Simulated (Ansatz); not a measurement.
Stepwise reaction of `N[SiH]([SiH3])[SiH3]` with hydrogen, as a gas-phase model of exchange steps in deposition or etching. ΔE in kJ/mol.

Calculated with Ansatz (gas phase, PBE0-D4/def2-TZVP geometries, no zero-point term in ΔE). CCSD(T)/CBS is the MP2 limit (def2-TZVPP, def2-QZVPP) plus CCSD(T) − MP2 in def2-TZVPP, frozen cores. This one scheme is used for every species. Functionals use def2-TZVPP. B3LYP here is the variant with VWN-RPA as its local correlation; programs differ in this. One conformer a species, not always the lowest.

```csv
step,reaction,PBE-D4,B3LYP-D4,ωB97M-V,CCSD(T)/CBS
2,`N[SiH2][SiH3]` + H₂ → `N[SiH3]` + SiH₄,-8.1,-23.3,-28.1,-23.3
```

Question: Give the row of step 1, `N[SiH]([SiH3])[SiH3]` + H₂ → `N[SiH2][SiH3]` + SiH₄. (Estimate.)

Answer: Computed: 
| step | reaction | PBE-D4 | B3LYP-D4 | ωB97M-V | CCSD(T)/CBS |
| --- | --- | --- | --- | --- | --- |
| 1 | `N[SiH]([SiH3])[SiH3]` + H₂ → `N[SiH2][SiH3]` + SiH₄ | -2.2 | -17.1 | -22.3 | -17.2 |

Question: By hand: ΔE of the 2 steps together at CCSD(T)/CBS.

Answer: (-17.2) + (-23.3) = -40.5 kJ/mol, or -20.2 kJ/mol a step.

In ΔE each step is lower than the one before. All are downhill at CCSD(T)/CBS. PBE-D4 differs from CCSD(T)/CBS by 15.0 to 15.2 kJ/mol a step. Isolated molecules leave out the surface, adducts and barriers. Largest T1 diagnostic: 0.013.
